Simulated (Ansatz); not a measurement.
```xyz
10

C    -0.847    1.814    1.156
Zn   -0.524    0.388   -0.083
O    -0.339   -0.918   -1.323
C     0.637   -1.810   -1.354
N     1.627   -1.977   -0.581
H    -1.585    1.512    1.901
H     0.077    2.082    1.672
H    -1.221    2.696    0.633
H     0.535   -2.494   -2.201
H     1.641   -1.294    0.180
```

Charge 0, multiplicity 1.

(1) List the r2SCAN/def2-TZVPP orbital energies in eV (Ansatz 0.2.0). (Best estimate.)

## Answers

(1) Computed: Occupied: -9435.64, -1145.00, -1007.62, -1007.61, -1007.52, -515.98, -384.28, -275.11, -273.20, -130.95, -86.76, -86.75, -86.57, -27.06, -22.65, -18.18, -15.69, -13.54, -12.77, -12.74, -12.58, -12.58, -11.62, -11.18, -10.39, -10.25, -9.85, -8.45, -7.58, -6.45, -6.34. Lowest empty: -1.10, -0.85, -0.76, 0.48, 1.48, 2.60, 2.83, 2.94.
